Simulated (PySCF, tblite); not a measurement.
1,1,1-trichloro-2,2,2-trifluoroethane, C₂Cl₃F₃.
InChI=1S/C2Cl3F3/c3-1(4,5)2(6,7)8

Theory: PBE0/pcSseg-1 in PySCF (dipole) on a GFN2-xTB geometry, gas phase.

Masses are those of the commonest isotopes; rigid-rotor values at the optimised geometry. 

(1) What are A, B and C (GHz)?

(2) Classify the top.

(3) Where do the R-branch lines fall?

(4) Estimate the classical rotational partition function at 10 K, 100 K and 500 K.

Results:

(1) Ia = 383.38, Ib = 457.03, Ic = 457.11 u·Å²; 505379 MHz·u·Å²/I gives 1318, 1106 and 1106 MHz, that is A = 1.3182, B = 1.1058, C = 1.1056 GHz.

(2) A prolate symmetric top, as the point group C3v requires two equal moments. Ray's parameter κ = (2B − A − C)/(A − C) = -0.998; −1 is the prolate and +1 the oblate limit.

(3) The dipole of 0.70 D lies along the symmetry axis, so ΔK = 0 and J+1 ← J falls at 2B(J+1) for every K: 2.21 GHz, 4.42 GHz, 6.63 GHz, 8.85 GHz, 11.06 GHz for J = 0 to 4.

(4) Point group C3v, symmetry number σ = 3; q = (√π/σ)·√((kT/h)³/(ABC)), k/h = 20836.6 MHz/K: 1400 at 10 K, 44300 at 100 K, 495000 at 500 K.

Its GFN2-xTB frequencies are all real (lowest 51 cm⁻¹). Zero-point vibration and centrifugal distortion are left out.

The values belong to the conformer `[F:1][C:2]([F:3])([F:4])[C:5]([Cl:6])([Cl:7])[Cl:8]`: F1–C2–C5–Cl6 -60°.
